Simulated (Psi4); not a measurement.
C4H10Zn, charge -1, doublet, geometry from GFN2-xTB (such geometries of metal compounds can be far from the true shape) (a state made from the parent by changing its charge; the spin is typed, not shown lowest) (a gas-phase anion, which may not be bound at this level); B3LYP/6-31G* (Psi4).

Here is a job for Psi4.
```
memory 2 GB

molecule {
-1 2
Zn   -0.35930238    0.19506218    0.98319154
C     1.78502850   -0.89349234    0.43956612
C     1.50710689   -2.04326871   -0.51812868
H     2.39056773   -1.27553541    1.27998039
H     2.42210181   -0.15663541   -0.07710398
H     0.92581332   -1.69676843   -1.37388009
H     0.93021212   -2.83105239   -0.02454080
H     2.42224247   -2.52202426   -0.92043499
C    -1.54664665    0.77263080   -1.09910601
C    -0.58453548    1.53442689   -1.99925380
H    -2.47886524    1.35702728   -1.00783381
H    -1.82989023   -0.16443712   -1.60656393
H     0.34314941    0.97508633   -2.12829590
H    -0.32719072    2.50400299   -1.56264791
H    -0.98478914    1.73669102   -3.01289071
}

set {
  basis 6-31g*
  reference uks
  scf_type pk
  puream true
  d_convergence 1e-8
  dft_radial_points 99
  dft_spherical_points 590
}

energy('b3lyp')
print_variables()
```

What the program printed (banner, timings and long lists left out):

```
   => Loading Basis Set <=

    Name: 6-31G*
    Role: ORBITAL
    Keyword: BASIS

         ---------------------------------------------------------
                                   SCF
               by Justin Turney, Rob Parrish, Andy Simmonett
                          and Daniel G. A. Smith
                              UKS Reference
         ---------------------------------------------------------

  ==> Geometry <==

    Molecular point group: c1
    Full point group: C1

    Geometry (in Angstrom), charge = -1, multiplicity = 2:

       Center              X                  Y                   Z               Mass
    ------------   -----------------  -----------------  -----------------  -----------------
         ZN          -0.316720840246     0.171917305825     0.866676769060    63.929142010000
         C            1.827610039754    -0.916637214175     0.323051349060    12.000000000000
         C            1.549688429754    -2.066413584175    -0.634643450940    12.000000000000
         H            2.433149269754    -1.298680284175     1.163465619060     1.007825032230
         H            2.464683349754    -0.179780284175    -0.193618750940     1.007825032230
         H            0.968394859754    -1.719913304175    -1.490394860940     1.007825032230
         H            0.972793659754    -2.854197264175    -0.141055570940     1.007825032230
         H            2.464824009754    -2.545169134175    -1.036949760940     1.007825032230
         C           -1.504065110246     0.749485925825    -1.215620780940    12.000000000000
         C           -0.541953940246     1.511282015825    -2.115768570940    12.000000000000
         H           -2.436283700246     1.333882405825    -1.124348580940     1.007825032230
         H           -1.787308690246    -0.187581994175    -1.723078700940     1.007825032230
         H            0.385730949754     0.951941455825    -2.244810670940     1.007825032230
         H           -0.284609180246     2.480858115825    -1.679162680940     1.007825032230
         H           -0.942207600246     1.713546145825    -3.129405480940     1.007825032230

  Running in c1 symmetry.

  Rotational constants: A =      0.10254  B =      0.06029  C =      0.04312 [cm^-1]
  Rotational constants: A =   3074.09565  B =   1807.35358  C =   1292.63166 [MHz]
  Nuclear repulsion =  290.984111692321449

  Charge       = -1
  Multiplicity = 2
  Electrons    = 65
  Nalpha       = 33
  Nbeta        = 32

  ==> Algorithm <==

  SCF Algorithm Type is PK.
  DIIS enabled.
  MOM disabled.
  Fractional occupation disabled.
  Guess Type is SAD.
  Energy threshold   = 1.00e-06
  Density threshold  = 1.00e-08
  Integral threshold = 1.00e-12

  ==> Primary Basis <==

  Basis Set: 6-31G*
    Blend: 6-31G*
    Number of shells: 56
    Number of basis functions: 110
    Number of Cartesian functions: 119
    Spherical Harmonics?: true
    Max angular momentum: 3

  ==> DFT Potential <==

   => LibXC <=

    Version 7.1.2
    S. Lehtola, C. Steigemann, M. J. T. Oliveira, and M. A. L. Marques,  SoftwareX 7, 1–5 (2018) (10.1016/j.softx.2017.11.002)

   => Composite Functional: B3LYP <=

    B3LYP Hyb-GGA Exchange-Correlation Functional

    P. J. Stephens, F. J. Devlin, C. F. Chabalowski, and M. J. Frisch,  J. Phys. Chem. 98, 11623 (1994) (10.1021/j100096a001)

    Deriv               =              1
    GGA                 =           TRUE
    Meta                =          FALSE

    Exchange Hybrid     =           TRUE
    MP2 Hybrid          =          FALSE

   => Exchange Functionals <=

    0.0800   Slater exchange
    0.7200         Becke 88

   => Exact (HF) Exchange <=

    0.2000               HF

   => Correlation Functionals <=

    0.1900   Vosko, Wilk & Nusair (VWN5_RPA)
    0.8100   Lee, Yang & Parr

   => LibXC Density Thresholds  <==

    XC_HYB_GGA_XC_B3LYP:  1.00E-15

   => Molecular Quadrature <=

    Radial Scheme          =       TREUTLER
    Pruning Scheme         =           NONE
[...]

   @UKS iter SAD: -1933.19934769613951   -1.93320e+03   0.00000e+00
   @UKS iter   1: -1934.90242133109086   -1.70307e+00   2.74519e-02 ADIIS/DIIS
   @UKS iter   2: -1888.27884276468217    4.66236e+01   5.59976e-02 ADIIS/DIIS
   @UKS iter   3: -1936.63792677110041   -4.83591e+01   9.37171e-03 ADIIS/DIIS
   @UKS iter   4: -1936.79499101551619   -1.57064e-01   9.91302e-03 ADIIS/DIIS
   @UKS iter   5: -1937.45323776507394   -6.58247e-01   2.42452e-03 ADIIS/DIIS
   @UKS iter   6: -1937.47221212896966   -1.89744e-02   7.48392e-04 ADIIS/DIIS
   @UKS iter   7: -1937.47495732430161   -2.74520e-03   2.77837e-04 ADIIS/DIIS
   @UKS iter   8: -1937.47552602077326   -5.68696e-04   1.04797e-04 ADIIS/DIIS
   @UKS iter   9: -1937.47556410888114   -3.80881e-05   1.49977e-05 DIIS
   @UKS iter  10: -1937.47556545300563   -1.34412e-06   2.53945e-06 DIIS
   @UKS iter  11: -1937.47556555806182   -1.05056e-07   1.72210e-06 DIIS
   @UKS iter  12: -1937.47556558348447   -2.54227e-08   1.49179e-06 DIIS
   @UKS iter  13: -1937.47556560648741   -2.30029e-08   2.77667e-07 DIIS
   @UKS iter  14: -1937.47556560744374   -9.56334e-10   4.73325e-08 DIIS
   @UKS iter  15: -1937.47556560747125   -2.75122e-11   1.33671e-08 DIIS
   @UKS iter  16: -1937.47556560747353   -2.27374e-12   8.81717e-09 DIIS
  Energy and wave function converged.

  ==> Post-Iterations <==

   Electrons on quadrature grid:
      Nalpha   =   32.9999958817 ; deviation = -4.118e-06
      Nbeta    =   31.9999959914 ; deviation = -4.009e-06
      Ntotal   =   64.9999918731 ; deviation = -8.127e-06

   @Spin Contamination Metric:   5.820604194E-03
   @S^2 Expected:                7.500000000E-01
   @S^2 Observed:                7.558206042E-01
   @S   Expected:                5.000000000E-01
   @S   Observed:                5.000000000E-01

    Orbital Energies [Eh]
    ---------------------

    Alpha Occupied:

[...]
    Alpha Virtual:

[...]
    Beta Occupied:

[...]
    Beta Virtual:

[...]
    Final Occupation by Irrep:
              A
    DOCC [    32 ]
    SOCC [     1 ]
    NA   [    33 ]
    NB   [    32 ]

  @UKS Final Energy: -1937.47556560747353

   => Energetics <=

    Nuclear Repulsion Energy =            290.9841116923214486
    One-Electron Energy =               -3285.8373450487606533
    Two-Electron Energy =                1135.4274312459590419
    DFT Exchange-Correlation Energy =     -78.0497634969937053
    Empirical Dispersion Energy =           0.0000000000000000
    VV10 Nonlocal Energy =                  0.0000000000000000
    Total Energy =                      -1937.4755656074735271

  UHF NO Occupations:
  HONO-2 :   31  A 1.9987420
  HONO-1 :   32  A 1.9985037
  HONO-0 :   33  A 1.0000000
  LUNO+0 :   34  A 0.0014963
  LUNO+1 :   35  A 0.0012580
  LUNO+2 :   36  A 0.0000265
  LUNO+3 :   37  A 0.0000228

Computation Completed

Properties will be evaluated at   0.000000,   0.000000,   0.000000 [a0]

Properties computed using the SCF density matrix

 Multipole Moments:

 ------------------------------------------------------------------------------------
     Multipole            Electronic (a.u.)      Nuclear  (a.u.)        Total (a.u.)
 ------------------------------------------------------------------------------------

 L = 1.  Multiply by 2.5417464519 to convert [e a0] to [Debye]
 Dipole X            :         -4.9164965            5.1499161            0.2334196
 Dipole Y            :          2.6723319           -2.7991986           -0.1268667
 Dipole Z            :         13.4540736          -14.0915840           -0.6375104
 Magnitude           :                                                    0.6906514

 ------------------------------------------------------------------------------------

  Variable Map:
  ----------------------------------------------------------------------------
[...]
  Array Variable Map:
  ----------------------------------------------------------------------------
[...]
[...]
```
